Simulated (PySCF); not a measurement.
# Electron correlation in Zn+ (zinc, charge +1)

[Ar] 3d10 4s1, 2S determinant. Computed with PySCF 2.14 in 6-31G* (5s4p2d1f, 34 functions), with the non-relativistic Hamiltonian (point nucleus). Frozen: [Ar]; 11 electrons correlated.

MP2 pair energies summed by pair of shells (mhartree):

```json
{"pair": "3d-3d", "energy": "-203.43", "share (%)": "94.1"}
{"pair": "3d-4s", "energy": "-12.72", "share (%)": "5.9"}
```

Total MP2 correlation energy: -216.15 mhartree.

Same-spin part -79.24 and opposite-spin part -136.91 mhartree; SCS-MP2 scales them by 1/3 and 6/5 to -190.71 mhartree.

| level | correlation energy (mhartree) |
| --- | --- |
| CCSD | -195.07 |
| (T) | -5.49 |
| CCSD(T) | -200.56 |

Diagnostics: T1 = 0.0061, D1 = 0.0132, largest double amplitude 0.028.

Is a single reference adequate?

Yes: T1 lies below 0.03 and no double amplitude reaches 0.07.
